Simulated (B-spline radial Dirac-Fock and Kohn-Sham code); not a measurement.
Co⁴⁺ 3p3/2: cross section and angular parameters

System: cobalt as Co⁴⁺, 1s2 2s2 2p6 3s2 3p6 3d5; threshold 135.3 eV (orbital energy of the model). The computed values come from a radial finite-basis atomic code: Dirac-Hartree-Slater photoionisation with a Latter tail; cross sections with all multipoles, angular parameters from the dipole term and its interference with E2.

For linearly polarised light dσ/dΩ = σ/(4π) [1 + β P₂(cos θ) + (δ + γ cos²θ) sin θ cos φ], with θ from the polarisation vector and φ the angle between the beam and the projection of the electron momentum on the plane normal to the polarisation.

```
hν (eV)  σ (kb)      β       γ      δ
    146     690  0.303   0.065  0.057
    156     702  0.568   0.120  0.041
    200     665  1.127   0.128  0.010
    300     445  1.490   0.010  0.000
    313     422  1.510   0.002  0.000
    421     270  1.599  -0.022  0.001
    450     241  1.609  -0.018  0.002
    713     101  1.626   0.069  0.006
    731    95.8  1.625   0.077  0.006
    759    88.6  1.622   0.090  0.006
    800    79.2  1.618   0.108  0.007
 1486.9    18.4  1.503   0.391  0.018
   1590    15.5  1.485   0.427  0.020
   1640    14.3  1.476   0.444  0.021
   2780    3.42  1.299   0.743  0.046
   2820    3.29  1.294   0.751  0.047
 2984.4    2.79  1.272   0.784  0.051
   3270    2.14  1.235   0.836  0.057
   5310   0.494  1.023   1.105  0.105
   6610   0.247  0.921   1.217  0.135
   8560   0.106  0.798   1.338  0.178
   8950       ?      ?       ?      ?
   9680  0.0702  0.740   1.390  0.202
  12000  0.0338  0.640   1.472  0.249
  13000  0.0256  0.603   1.500  0.269
```

Q: Give the values at 8950 eV.

A: σ = 0.0912 kb, β = 0.777, γ = 1.358, δ = 0.187.
